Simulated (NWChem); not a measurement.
Program: NWChem. System: H$_{4}$N, charge 1, spin multiplicity 1, displaced from the optimised geometry. Level: RHF/cc-pVDZ, spin-restricted.

Part of the output:

```
             Northwest Computational Chemistry Package (NWChem) 7.3.0
             --------------------------------------------------------

                                NWChem Input Module
                                -------------------

 Scaling coordinates for geometry "geometry" by  1.889725989
 (inverse scale =  0.529177249)

                             Geometry "geometry" -> ""
                             -------------------------

 Output coordinates in angstroms (scale by  1.889725989 to convert to a.u.)

  No.       Tag          Charge          X              Y              Z
 ---- ---------------- ---------- -------------- -------------- --------------
    1 N                    7.0000     0.00000000     0.00000000     0.00000000
    2 H                    1.0000     0.84280700     0.00000000     0.59595400
    3 H                    1.0000    -0.84280700     0.00000000     0.59595400
    4 H                    1.0000     0.00000000     0.84280600    -0.59595500
    5 H                    1.0000     0.00000000    -1.05350800    -0.74494400

 Effective nuclear repulsion energy (a.u.)      15.4131036908

            Nuclear Dipole moment (a.u.)
            ----------------------------
        X                 Y               Z
 ---------------- ---------------- ----------------
     0.0000000000    -0.3981690452    -0.2815521648


 Summary of "ao basis" -> "" (spherical)
 ------------------------------------------------------------------------------
       Tag                 Description            Shells   Functions and Types
 ---------------- ------------------------------  ------  ---------------------
 *                          cc-pvdz                   on all atoms

 Summary of "ao basis" -> "ao basis" (spherical)
 ------------------------------------------------------------------------------
       Tag                 Description            Shells   Functions and Types
 ---------------- ------------------------------  ------  ---------------------
 N                          cc-pvdz                  6       14   3s2p1d
 H                          cc-pvdz                  3        5   2s1p

                                 NWChem SCF Module
                                 -----------------

  ao basis        = "ao basis"
  functions       =    34
  atoms           =     5
  closed shells   =     5
  open shells     =     0
  charge          =   1.00
  wavefunction    = RHF
  use symmetry    = F
[...]
   Bfn.  Coefficient  Atom+Function         Bfn.  Coefficient  Atom+Function
  ----- ------------  ---------------      ----- ------------  ---------------
     4      0.492310  1 N  px                15      0.304599  2 H  s
    20     -0.304599  3 H  s                  7      0.242375  1 N  px

 Vector    4  Occ=2.000000D+00  E=-9.809108D-01
              MO Center= -6.2D-09,  2.0D-01, -6.9D-02, r^2= 8.8D-01
   Bfn.  Coefficient  Atom+Function         Bfn.  Coefficient  Atom+Function
  ----- ------------  ---------------      ----- ------------  ---------------
     6      0.401970  1 N  pz                25     -0.351720  4 H  s
     5     -0.284235  1 N  py                 9      0.197898  1 N  pz
    15      0.175860  2 H  s                 20      0.175860  3 H  s

 Vector    5  Occ=2.000000D+00  E=-9.064528D-01
              MO Center= -8.7D-16, -3.2D-01, -2.3D-01, r^2= 9.7D-01
   Bfn.  Coefficient  Atom+Function         Bfn.  Coefficient  Atom+Function
  ----- ------------  ---------------      ----- ------------  ---------------
     5      0.389597  1 N  py                30     -0.329215  5 H  s
     6      0.275486  1 N  pz                 8      0.244863  1 N  py
     9      0.173144  1 N  pz

 Vector    6  Occ=0.000000D+00  E=-1.202963D-01
              MO Center=  5.4D-14, -6.4D-01, -4.6D-01, r^2= 3.0D+00
   Bfn.  Coefficient  Atom+Function         Bfn.  Coefficient  Atom+Function
  ----- ------------  ---------------      ----- ------------  ---------------
     3      1.066250  1 N  s                 31     -0.867901  5 H  s
    16     -0.296076  2 H  s                 21     -0.296076  3 H  s
    26     -0.296076  4 H  s                  8     -0.261526  1 N  py
    30     -0.248529  5 H  s                  9     -0.184927  1 N  pz
     2      0.167840  1 N  s                  5     -0.156001  1 N  py

 Vector    7  Occ=0.000000D+00  E=-3.770735D-02
              MO Center= -6.5D-14, -2.4D-02, -1.7D-02, r^2= 3.8D+00
   Bfn.  Coefficient  Atom+Function         Bfn.  Coefficient  Atom+Function
  ----- ------------  ---------------      ----- ------------  ---------------
    31      0.877940  5 H  s                  3      0.831779  1 N  s
    16     -0.684357  2 H  s                 21     -0.684357  3 H  s
    26     -0.684357  4 H  s                  8      0.531870  1 N  py
     9      0.376089  1 N  pz                 5      0.249630  1 N  py
    30      0.199199  5 H  s                  6      0.176515  1 N  pz

 Vector    8  Occ=0.000000D+00  E= 1.032214D-02
              MO Center= -1.7D-07,  8.2D-04,  7.8D-01, r^2= 3.6D+00
   Bfn.  Coefficient  Atom+Function         Bfn.  Coefficient  Atom+Function
  ----- ------------  ---------------      ----- ------------  ---------------
    16      1.399196  2 H  s                 21     -1.399197  3 H  s
     7     -0.825417  1 N  px                 4     -0.322153  1 N  px

 center of mass
 --------------
 x =   0.00000000 y =  -0.02225111 z =  -0.01573414

 moments of inertia (a.u.)
 ------------------
          12.369451214511           0.000000000000           0.000000000000
           0.000000000000          10.940383033099          -1.010513878838
           0.000000000000          -1.010513878838          11.654909710295

  Mulliken analysis of the total density
  --------------------------------------

    Atom       Charge   Shell Charges
 -----------   ------   -------------------------------------------------------
    1 N    7     7.07   2.00  0.75  0.59  2.36  1.35  0.02
    2 H    1     0.77   0.66  0.05  0.06
    3 H    1     0.77   0.66  0.05  0.06
    4 H    1     0.77   0.66  0.05  0.06
    5 H    1     0.63   0.49  0.10  0.04

       Multipole analysis of the density wrt the origin
       ------------------------------------------------

     L   x y z        total         open         nuclear
     -   - - -        -----         ----         -------
     0   0 0 0      1.000000      0.000000     11.000000

     1   1 0 0      0.000000      0.000000      0.000000
     1   0 1 0     -0.191478      0.000000     -0.398169
     1   0 0 1     -0.135397      0.000000     -0.281552

     2   2 0 0     -3.378958      0.000000      5.073223
     2   1 1 0     -0.000000      0.000000      0.000000
     2   1 0 1      0.000000      0.000000      0.000000
     2   0 2 0     -2.637702      0.000000      6.500055
     2   0 1 1      0.524153      0.000000      1.008933
     2   0 0 2     -3.008326      0.000000      5.786646

 Task  times  cpu:        0.1s     wall:        0.1s

 Total times  cpu:        0.2s     wall:        0.2s
```

Problem. Write an NWChem input that would produce this output.

Solution. This is not unique; one that fits is 
```
start mol
memory heap 200 mb stack 900 mb global 1100 mb
charge 1
geometry units angstroms nocenter noautoz noautosym
  N      0.000000     0.000000     0.000000
  H      0.842807     0.000000     0.595954
  H     -0.842807     0.000000     0.595954
  H      0.000000     0.842806    -0.595955
  H      0.000000    -1.053508    -0.744944
end
basis spherical
  * library cc-pvdz
end
scf
  rhf
  nopen 0
  maxiter 100
  thresh 1e-7
  semidirect memsize 60000000 filesize 0
end
task scf energy
```
